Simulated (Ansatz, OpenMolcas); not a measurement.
A ladder of methods for BGeH5 (SMILES [BH2][GeH3])

BGeH5 has 7 atoms, charge 0, and is taken as a singlet. As SMILES, `[BH2][GeH3]`. The coordinates come from a PBE0-D4/def2-TZVP relaxation.

Quantity: the electronic atomisation energy, in eV. The values are calculated. Electronic energies at fixed atoms, without zero-point motion or spin-orbit coupling.

| level | kind | program | value (eV) | less CCSD(T)/aug-cc-pVDZ | CPU time (all runs) |
| --- | --- | --- | --- | --- | --- |
| HF/aug-cc-pVDZ | Hartree–Fock | OpenMolcas | 15.37 | -3.61 | 29 s |
| SVWN5/aug-cc-pVDZ | LDA | Ansatz | 21.89 | +2.91 | 4.1 s |
| BLYP/aug-cc-pVDZ | GGA | OpenMolcas | 19.24 | +0.26 | 81 s |
| M06-L/aug-cc-pVDZ | meta-GGA | OpenMolcas | 19.99 | +1.01 | 2.2 min |
| TPSS/aug-cc-pVDZ | meta-GGA | OpenMolcas | 20.21 | +1.23 | 91 s |
| B3LYP/aug-cc-pVDZ | global hybrid | Ansatz | 19.63 | +0.65 | 7.3 s |
| wB97M-V/aug-cc-pVDZ | range-separated hybrid | Ansatz | 19.77 | +0.79 | 37 s |
| B2PLYP/aug-cc-pVDZ | double hybrid | Ansatz | 19.42 | +0.44 | 8.8 s |
| CCSD(T)/aug-cc-pVDZ | coupled cluster or CI | Ansatz | 18.98 | 0.00 | 15 s |

Differences are taken from CCSD(T)/aug-cc-pVDZ for orientation; it has basis-set and higher-order errors of its own. All-electron rows without a relativistic Hamiltonian named are non-relativistic. Correlated wave functions underbind in double-zeta sets. The values span 15.37 to 21.89 eV. In the correlated wave-function rows the outer d shell of Ge is correlated, in sets not made for it. CPU times are rough (shared hosts, several kinds of processor and program).
